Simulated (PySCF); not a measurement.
SiBCl3O2

The system: SiBCl3O2, a molecule drawn as a unit of a network glass or zeolite (built as: B3 Si, Cl ends, O bridges); neutral, singlet. The structure was relaxed in the gas phase by PBE0-D3(BJ)/def2-SVP. No frequency run checks that it is a minimum.

SMILES: ClB1O[Si](Cl)(Cl)O1

```xyz
7

Cl   -1.841    1.453   -0.729
Si   -0.067    0.760   -0.062
Cl    1.156    2.292    0.413
O    -0.165   -0.469    1.093
B     0.428   -1.258    0.113
Cl    0.836   -2.935    0.257
O     0.632   -0.455   -1.004
```
(Å; atoms numbered from 1)

Shieldings: GIAO PBE0/pcSseg-2. Shifts are against computed references at the same level: Si TMS (σ 341.3 ppm). Core levels by delta-SCF with SCAN, pcX-2 on the ionised atom and pcseg-1 elsewhere, spin-free X2C (2p3/2 is the spin-free 2p value less a third of a first-order spin-orbit splitting); from the vacuum level, for chosen atoms.

(1) Give the shieldings and core levels atom by atom.

(2) By CAM-B3LYP/def2-SVPD (TDDFT singlets, Tamm-Dancoff triplets, ionisation by delta-SCF), where does absorption start, and what does vertical ionisation take?

Answers

(1) 
```json
{"atoms": "Cl1 Cl3", "bonded to": "1 Si", "σ (ppm)": "831.5", "δ (ppm)": "-", "core level (eV)": "2p3/2 207.38"}
{"atoms": "Si2", "bonded to": "2 Cl + 2 O", "σ (ppm)": "354.8", "δ (ppm)": "-13.5", "core level (eV)": "2p3/2 110.37"}
{"atoms": "O4 O7", "bonded to": "1 B + 1 Si", "σ (ppm)": "112.2", "δ (ppm)": "-", "core level (eV)": "1s 539.26"}
{"atoms": "B5", "bonded to": "1 Cl + 2 O", "σ (ppm)": "68.5", "δ (ppm)": "-", "core level (eV)": "1s 199.56"}
{"atoms": "Cl6", "bonded to": "1 B", "σ (ppm)": "874.1", "δ (ppm)": "-", "core level (eV)": "2p3/2 206.99"}
```

Values are those of this one static structure; atoms that internal rotation interchanges would show their mean in an NMR spectrum.

(2) The first singlet with intensity lies at 7.92 eV (f 0.029); what lies below it is dark. The lowest singlet lies at 7.91 eV (f 0.000), the strongest of the first 6 at 8.64 eV (f 0.043), the lowest triplet at 7.39 eV; vertical ionisation takes 12.24 eV.
